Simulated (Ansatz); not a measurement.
CH$_{4}$FO$_{2}$V (`[CH3][V](=[O])([OH])[F]`), 9 atoms. Total charge 0; spin multiplicity 1. Correlated methods include outer-core shells of V, which these sets cover unevenly. Scalar relativity is left out up to krypton. All runs use 4 threads of a server CPU on a shared host. Correlated methods freeze the cores.

**Question.** How many basis functions does each run have, and how long does it take in Ansatz? RKS r2SCAN0-D4/def2-TZVPP energy; RKS PBE0-D4/def2-QZVPP energy; RKS ωB97M-V/def2-QZVPP energy; direct RPA on PBE orbitals/def2-TZVPP energy; RKS PBE0-D4/def2-SVP energy; RHF-MP2/def2-QZVPP energy; RHF-CCSD(T)/def2-TZVPP energy; RKS SPW92/def2-TZVPP energy; RKS PBE0-D4/def2-TZVP relaxation (7 steps); RKS PBE0-D4/def2-TZVPP energy; RKS ωB97M-V/def2-SVP energy; RKS B2PLYP (frozen core)/def2-TZVPP energy. (An estimate is asked.)

**Answer.** Ansatz gave: Other jobs shared the machine, so times are rough.

```json
{"level": "RKS PBE0-D4/def2-SVP", "job": "energy", "functions": "107", "wall time": "1.9 s", "peak host memory (GiB)": "0.26"}
{"level": "RKS SPW92/def2-TZVPP", "job": "energy", "functions": "244", "wall time": "2.5 s", "peak host memory (GiB)": "0.35"}
{"level": "RKS PBE0-D4/def2-TZVPP", "job": "energy", "functions": "244", "wall time": "4.8 s", "peak host memory (GiB)": "0.66"}
{"level": "RKS ωB97M-V/def2-SVP", "job": "energy", "functions": "107", "wall time": "8 s", "peak host memory (GiB)": "0.39"}
{"level": "RKS r2SCAN0-D4/def2-TZVPP", "job": "energy", "functions": "244", "wall time": "9 s", "peak host memory (GiB)": "0.7"}
{"level": "direct RPA on PBE orbitals/def2-TZVPP", "job": "energy", "functions": "244", "wall time": "10 s", "peak host memory (GiB)": "0.72"}
{"level": "RKS PBE0-D4/def2-QZVPP", "job": "energy", "functions": "441", "wall time": "12 s", "peak host memory (GiB)": "1.6"}
{"level": "RKS B2PLYP (frozen core)/def2-TZVPP", "job": "energy", "functions": "244", "wall time": "15 s", "peak host memory (GiB)": "0.86"}
{"level": "RKS ωB97M-V/def2-QZVPP", "job": "energy", "functions": "441", "wall time": "25 s", "peak host memory (GiB)": "1.9"}
{"level": "RHF-MP2/def2-QZVPP", "job": "energy", "functions": "441", "wall time": "34 s", "peak host memory (GiB)": "2.5"}
{"level": "RKS PBE0-D4/def2-TZVP", "job": "relaxation (7 steps)", "functions": "193", "wall time": "47 s", "peak host memory (GiB)": "0.57"}
{"level": "RHF-CCSD(T)/def2-TZVPP", "job": "energy", "functions": "244", "wall time": "4.7 min", "peak host memory (GiB)": "5.7"}
```
